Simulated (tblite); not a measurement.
A tight-binding relaxation on `[NH2][Ge@H]([NH][SiH3])[O][SiH3]`.

Computed with GFN2-xTB geometry optimisation, gas phase (tblite 0.8.0). Start geometry: from a force field or distance geometry. A driver script takes a list of jobs; this job's settings line and coordinates (Å) are shown.

Command:
```bash
OMP_NUM_THREADS=1 python probes_run.py task.json out
```

Input:
```
{"job": {"kind": "relax", "xc": "GFN2-xTB", "basis": "xTB"}, "charge": 0, "multiplicity": 1}
N      0.468300     2.219600    -0.868400
Ge    -0.451300     0.803800    -0.083100
N      0.683000    -0.052800     1.161500
Si     2.068100    -0.710800     0.247500
O     -0.964400    -0.357500    -1.337100
Si    -2.027100    -1.464700    -0.567700
H     -0.231400     2.720900    -1.476800
H      0.720700     2.886700    -0.094700
H     -1.679000     1.361000     0.673200
H      1.044600     0.693600     1.792200
H      1.594900    -1.724000    -0.711900
H      2.767500     0.359000    -0.451200
H      2.991500    -1.355900     1.210800
H     -1.304500    -2.180500     0.502000
H     -2.501600    -2.438000    -1.547400
H     -3.187100    -0.751500     0.002600
```

Output:
```
step      E/eV     max force
  0    -557.40051    2.103
  1    -557.56198    1.457
  2    -557.66216    0.824
  3    -557.71126    0.791
  4    -557.78034    0.543
  5    -557.80415    0.535
  6    -557.85572    0.620
  7    -557.88802    0.600
  8    -557.93572    0.468
  9    -557.95900    0.435
... (137 lines left out)
147    -558.31658    0.012
148    -558.31660    0.012
149    -558.31663    0.010
150    -558.31666    0.014
151    -558.31669    0.017
152    -558.31673    0.018
153    -558.31678    0.021
154    -558.31683    0.021
155    -558.31687    0.016
156    -558.31691    0.009
```

«max force» is the largest atomic force in eV/Å.

Q: From which step on does the largest force stay under 0.1 eV/Å, and how much energy is left to gain from there?

A: From step 89 (0.066 eV/Å), 6.8 meV above the end.

Main results: energy lowered by 21.1 kcal/mol over 156 steps; largest atomic force 0.009 eV/Å at the end.

Q: Where do the atoms end?

A: 0.874 Å rms from the input after alignment:
```
atom  x, y, z in Å
N1     0.0328    1.8272   -1.1436
Ge2   -0.4260    1.1419    0.4604
N3     1.0358    0.3394    1.1569
Si4    2.1098   -0.6955    0.2699
O5    -1.7041    0.0095    0.1169
Si6   -1.9909   -1.3670   -0.6870
H7    -0.7233    2.1821   -1.7116
H8     0.7914    2.4925   -1.1500
H9    -1.0541    2.0313    1.5085
H10    0.9453    0.1128    2.1350
H11    1.4554   -1.8460   -0.3678
H12    2.7506    0.1419   -0.7453
H13    3.0617   -1.1502    1.2897
H14   -1.5069   -2.4942    0.1163
H15   -1.3369   -1.3597   -1.9976
H16   -3.4481   -1.3568   -0.7992
```

On one thread of an AMD EPYC 9R45, no GPU, shared host with 96 logical CPUs at a one-minute load of 61, this took 0.93 s of wall time.
Labels such as C1 count atoms from 1, the log's own numbers from 0.
